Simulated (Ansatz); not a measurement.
Relaxation of Cl3FH3HfP (9 atoms, charge 0, multiplicity 1), to a largest force component of 0.03 eV/Å in at most 50 steps.

Theory: RKS PBE0-D4/def2-SVP in Ansatz 0.2.0.

```xyz
9
Properties=species:S:1:pos:R:3
Hf -0.001 0.061 0.055
Cl -0.217 0.297 2.503
Cl 2.147 0.380 -0.804
F -0.950 1.538 -0.614
Cl -1.111 -1.762 -0.888
P 1.883 -2.907 1.422
H 0.654 -3.434 0.928
H 2.298 -2.402 0.155
H 1.299 -1.679 1.854
```

Question: Where does it end, and by what steps?

Answer: The forces met the threshold. The force dipped under the threshold on the way, but the program's further checks kept it going. After 12 steps the energy has fallen by 0.163 eV; H9 moved furthest, 0.71 Å.

| step | energy less start (eV) | largest force component (eV/Å) | accepted |
| --- | --- | --- | --- |
| 0 | 0.0000 | 1.477 | yes |
| 1 | -0.0630 | 1.592 | yes |
| 2 | -0.1318 | 0.151 | yes |
| 3 | -0.1484 | 0.201 | yes |
| 4 | -0.1532 | 0.129 | yes |
| 5 | -0.1562 | 0.223 | yes |
| 6 | -0.1594 | 0.107 | yes |
| 7 | -0.1610 | 0.007 | yes |
| 8 | -0.1620 | 0.044 | yes |
| 9 | -0.1623 | 0.052 | yes |
| 10 | -0.1625 | 0.051 | yes |
| 11 | -0.1628 | 0.039 | yes |
| 12 | -0.1630 | 0.016 | yes |

```xyz
9
Properties=species:S:1:pos:R:3
Hf -0.175 0.257 -0.076
Cl -0.198 0.356 2.258
Cl 1.999 0.378 -0.920
F -1.103 1.769 -0.716
Cl -1.310 -1.625 -0.868
P 1.977 -3.232 1.423
H 0.707 -3.296 0.771
H 2.530 -2.345 0.449
H 1.575 -2.171 2.290
```

Whether the end is a true minimum wasn't checked by a vibrational analysis.

Run time: 39 s on 4 threads of Arm Neoverse V2 (shared host), peak memory 0.39 GiB.
